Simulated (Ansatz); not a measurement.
Computed with Ansatz on PBE0-D4/def2-TZVP structures; ΔE is electronic, products minus reactants. CBS: MP2 limit from def2 TZ/QZ plus the TZ coupled-cluster correction, frozen cores. This one scheme is used for every species. Functionals use def2-TZVPP. One conformer a species, not always the lowest.

`CON` + `B[SiH2]O` → `B[SiH2]OC` + `NO`  (substitution at a C–O bond)

`CON`:

Cartesian coordinates in Å:
```
C 0.582 -0.642 0.547
O 0.020 0.633 0.361
N -0.757 0.618 -0.825
H 1.237 -0.917 -0.286
H -0.192 -1.410 0.656
H 1.167 -0.581 1.466
H -1.680 0.925 -0.530
H -0.376 1.374 -1.389
```

`B[SiH2]O`:

Cartesian coordinates in Å:
```
B 1.139 -0.361 -0.691
Si -0.627 0.322 -0.032
O -1.187 -0.337 1.379
H 1.893 -1.013 -0.029
H 1.499 -0.069 -1.795
H -1.708 0.085 -1.024
H -0.449 1.806 0.095
H -0.561 -0.433 2.097
```

`B[SiH2]OC`:

Cartesian coordinates in Å:
```
B -1.308 -1.751 1.009
Si -0.676 -0.265 -0.170
O 0.822 0.257 0.280
C 1.486 1.297 -0.398
H -0.670 -2.186 1.921
H -2.382 -2.236 0.800
H -0.650 -0.722 -1.596
H -1.651 0.871 -0.120
H 1.652 1.048 -1.453
H 0.920 2.235 -0.348
H 2.456 1.453 0.077
```

`NO`:

Cartesian coordinates in Å:
```
N 0.500 -0.033 0.101
O -0.887 -0.031 -0.215
H 0.871 0.782 -0.379
H 0.536 0.185 1.092
H -1.019 -0.902 -0.599
```

```
        level  ΔE (kcal/mol)
       PBE-D4            3.1
     PBE-QIDH            3.0
       r2SCAN            3.6
HF/def2-QZVPP            2.6
```

What does CCSD(T)/CBS give? (Estimate.)

Ansatz gave: +2.9 kcal/mol. The listed levels differ from it by 0.2, 0.1, 0.7, -0.3 kcal/mol.

Largest T1 diagnostic among the species: 0.012.

Leaving LDA and LC-ωPBE aside and taking each functional with its dispersion term where it has one, the values, not all of them listed here, spread over 1.0 kcal/mol, from BHLYP-D4 to r2SCAN-D4.
